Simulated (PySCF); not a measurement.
C4H9N, SMILES C/C=N/CC.

The structure is a stationary point at PBE0-D3(BJ)/def2-SVP. The structure was generated by enumeration; whether it is a known compound was not checked. Other conformers were not sampled.

All values below come from PBE0-D3(BJ)/def2-SVP run with PySCF.

No scaling factor is applied to the harmonic values.

```tsv
mode	ν (cm⁻¹)	IR (km/mol)	moving atoms (share of kinetic energy)
1	94	5.4	H 44 %, C 33 %, N 24 %
2	181	0.2	H 69 %, C 21 %, N 11 %
3	213	0.6	H 47 %, C 46 %
4	223	0.5	H 84 %, C 10 %
5	330	4.3	H 49 %, C 34 %, N 17 %
6	451	9.7	C 43 %, N 29 %, H 28 %
7	530	2.7	C 53 %, H 34 %, N 13 %
8	812	1.7	H 88 %, C 11 %
9	875	4.6	H 63 %, C 24 %, N 13 %
10	884	4.6	H 80 %, C 14 %
11	967	6.2	H 50 %, C 41 %, N 9 %
12	1084	0.7	H 55 %, C 45 %
13	1100	3.1	C 52 %, H 43 %
14	1130	2.7	C 51 %, H 43 %
15	1138	9.6	H 49 %, C 38 %, N 13 %
16	1191	20.8	C 42 %, H 42 %, N 16 %
17	1282	0.2	H 90 %, C 9 %
18	1351	5.9	H 81 %, C 16 %
19	1364	12.9	H 76 %, C 23 %
20	1391	19.3	H 72 %, C 27 %
21	1413	12.1	H 62 %, C 32 %
22	1441	18.6	H 95 %
23	1448	10.6	H 96 %
24	1458	9.6	H 97 %
25	1464	4.6	H 95 %
26	1484	5.5	H 91 %, C 9 %
27	1817	88.2	C 56 %, N 41 %
28	2973	42.9	H 94 %
29	2980	90.3	H 92 %
30	3051	11.5	H 97 %
31	3060	19.8	H 97 %
32	3075	19.7	H 91 %, C 9 %
33	3132	7.3	H 91 %, C 9 %
34	3156	21.2	H 90 %, C 10 %
35	3165	15.2	H 90 %, C 10 %
36	3186	4.7	H 90 %, C 10 %
```
